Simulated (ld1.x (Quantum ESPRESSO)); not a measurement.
# Scattering properties, RRKJ potential for hafnium

hafnium (Hf), norm-conserving RRKJ (Kleinman–Bylander form), made with ld1.x (Quantum ESPRESSO) 7.5 (PW91, non-relativistic). Core [Kr] 4d10 4f14, reference 5s2 5p6 5d2.5 6s1.5 6p0. Waves: 5s (bound): rc 1.90 bohr; 5p (bound): rc 1.50 bohr; 5d (bound): rc 2.10 bohr. Local part: all-electron potential smoothed inside 1.80 bohr (lloc = -1). Core correction: none. rho0 = 0.005.

Occupied shells without a wave of their own: 6s. They enter only through the test configuration that unscreens the potential.

The phase is arctan(r·u′/u) with u = r·R(r), unwrapped; energies in Ry, scanned from -6 to 5 Ry. A pole is an energy at which the radial function vanishes at the test radius. The pseudo phase is shifted by a multiple of π to meet the all-electron one at the reference energy, and phase errors are pseudo minus all-electron; the curves can meet again beyond the range given. Levels narrower than the energy grid can be missing from the lists of poles.

**Question.** For each channel, where are the poles, and over which energies does the pseudopotential scatter like the atom?

**Answer.**

| channel | radius (bohr) | reference energy (Ry) | poles, all-electron | poles, pseudo | unbroken range about the reference energy with phases within 0.05 rad | phase error 1 Ry above the reference energy (rad) |
| --- | --- | --- | --- | --- | --- | --- |
| s | 2.29 | -4.01 | -3.76 | -3.76 | below 0.7 | +0.001 |
| p | 2.29 | -2.41 | -1.95 | -1.95 | below 1.8 | +0.001 |
| d | 2.29 | -0.23 | 1.21 | 1.21 | below 4.8 | +0.000 |

Phases in the s channel:

```tsv
E (Ry)	all-electron	pseudo
-6.00	1.339	1.339
-5.74	1.325	1.326
-5.48	1.308	1.308
-5.22	1.283	1.283
-4.96	1.244	1.244
-4.70	1.169	1.170
-4.44	0.953	0.954
-4.18	-0.505	-0.504
-3.92	-1.455	-1.455
-3.66	-1.615	-1.615
-3.40	-1.681	-1.680
-3.14	-1.720	-1.719
-2.88	-1.748	-1.748
-2.62	-1.772	-1.771
-2.36	-1.794	-1.793
-2.10	-1.816	-1.814
-1.84	-1.838	-1.837
-1.58	-1.863	-1.861
-1.32	-1.890	-1.887
-1.06	-1.922	-1.918
-0.80	-1.960	-1.955
-0.54	-2.007	-2.000
-0.28	-2.067	-2.058
-0.02	-2.147	-2.132
0.24	-2.256	-2.234
0.50	-2.412	-2.379
0.76	-2.642	-2.588
1.02	-2.966	-2.887
1.28	-3.354	-3.262
1.54	-3.711	-3.628
1.80	-3.974	-3.911
2.06	-4.154	-4.108
2.32	-4.279	-4.243
2.58	-4.367	-4.340
2.84	-4.433	-4.410
3.10	-4.483	-4.465
3.36	-4.524	-4.508
3.62	-4.556	-4.542
3.88	-4.583	-4.571
4.14	-4.607	-4.595
4.40	-4.627	-4.616
4.66	-4.645	-4.634
4.92	-4.660	-4.651
```
